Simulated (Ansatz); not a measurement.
Molecule: sum formula H$_{7}$SiN$_{3}$O (charge 0, singlet). 
Coordinates optimised at B3LYP-D3(BJ)/def2-TZVP (Ansatz, a quantum-chemistry and plane-wave program):
```
Si
O 1 1.6556
H 2 0.9599 1 115.49
N 1 1.7090 2 101.04 3 169.86
H 4 1.0056 1 121.94 2 179.50
H 4 1.0062 5 112.52 1 -155.51
N 1 1.7095 2 120.50 3 -74.53
H 7 1.0067 1 121.35 2 77.45
H 7 1.0067 8 112.13 1 152.21
N 1 1.7238 2 105.23 3 40.97
H 10 1.0082 1 119.44 2 -172.25
H 10 1.0082 11 110.65 1 144.93
```
Charge 0, spin multiplicity 1.

Quantity: vertical triplet-singlet gap (E(triplet) - E(singlet); each state is the SCF solution reached for its spin), in eV. Valence correlation only, unless marked. Open shells are spin-unrestricted. Spin-orbit coupling is left out. Non-relativistic. CBS marks a two-point X^-3 extrapolation of the correlation energy; Hartree-Fock from the larger set. The bracket is a focal-point correction in the basis named.

```
level                                                                      program  vertical triplet-singlet gap (eV)
-------------------------------------------------------------------------  -------  ---------------------------------
PBE0/def2-TZVPD                                                             Ansatz                                [?]
CAM-B3LYP/def2-TZVPD                                                        Ansatz                               5.93
CCSD/aug-cc-pV(D+d)Z                                                        Ansatz                               5.81
RI-MP2/CBS(aug-cc-pV(T+d)Z,aug-cc-pV(Q+d)Z)+[CCSD(T)-MP2]/aug-cc-pV(T+d)Z   Ansatz                                [?]
```

**Question.** What belongs in the gaps?

**Answer.** 
- PBE0/def2-TZVPD, vertical triplet-singlet gap (eV): 5.59
- RI-MP2/CBS(aug-cc-pV(T+d)Z,aug-cc-pV(Q+d)Z)+[CCSD(T)-MP2]/aug-cc-pV(T+d)Z, vertical triplet-singlet gap (eV): 6.02
